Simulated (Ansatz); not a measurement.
Program: Ansatz. Geometries: PBE0-D4/def2-TZVP. ΔE: electronic, gas phase. CCSD(T)/CBS adds triple-zeta CCSD(T) − MP2 to the extrapolated MP2 energy (def2 sets, frozen cores). This one scheme is used for every species. For Ga outer-core shells are correlated without core-valence functions, which leaves a few kJ/mol of doubt a bond. Scalar relativity is left out up to krypton.

Reaction (silylene formation by 1,1-elimination): `C[SiH2][GaH2]` → `[CH3][GaH2]` + `[SiH2]`

`C[SiH2][GaH2]`:

```xyz
10

C    -1.543   -0.096   -0.487
Si    0.313   -0.374   -0.598
Ga    1.570    0.527    1.255
H    -2.055   -0.525   -1.352
H    -1.774    0.971   -0.449
H    -1.951   -0.559    0.415
H     0.834    0.230   -1.861
H     0.594   -1.838   -0.691
H     0.874    1.283    2.452
H     3.137    0.381    1.315
```

`[CH3][GaH2]`:

Cartesian coordinates in Å:
```
C -0.553 0.675 0.240
Ga 0.672 -0.770 -0.286
H -1.409 0.238 0.767
H -0.083 1.396 0.909
H -0.949 1.197 -0.633
H 0.354 -1.654 -1.549
H 1.967 -1.082 0.552
```

`[SiH2]`:

Z-matrix (Å, degrees):
```
Si
H 1 1.525
H 1 1.525 2 91.2
```

```
        species  MP2/CBS(def2) energy (Eh)
`C[SiH2][GaH2]`                -2255.20449
  `[CH3][GaH2]`                -1964.94344
       `[SiH2]`                 -290.15886
```

(1) Work out ΔE.

Largest T1 diagnostic among the species: 0.014.

## Answers

(1) ΔE = (-1964.94344) + (-290.15886) − (-2255.20449) = 0.10219 Eh = +2.78 eV. CCSD(T)/CBS gives +2.64 eV.

From PBE to PBE0 (25 % exact exchange), in def2-TZVPP and without D4, ΔE moves by +0.07 eV. In def2-TZVPP, CCSD(T) changes the Hartree–Fock value by +0.15 eV (the triples alone add +0.05 eV) and MP2 by +0.30 eV. The D4 term adds +0.12 eV with B3LYP and +0.07 eV with PBE0; it sums over pairs of atoms, weighted by their polarisabilities, and B3LYP, whose exchange is more repulsive, gets the larger term.

B3LYP here is the variant with VWN-RPA as its local correlation; programs differ in this.
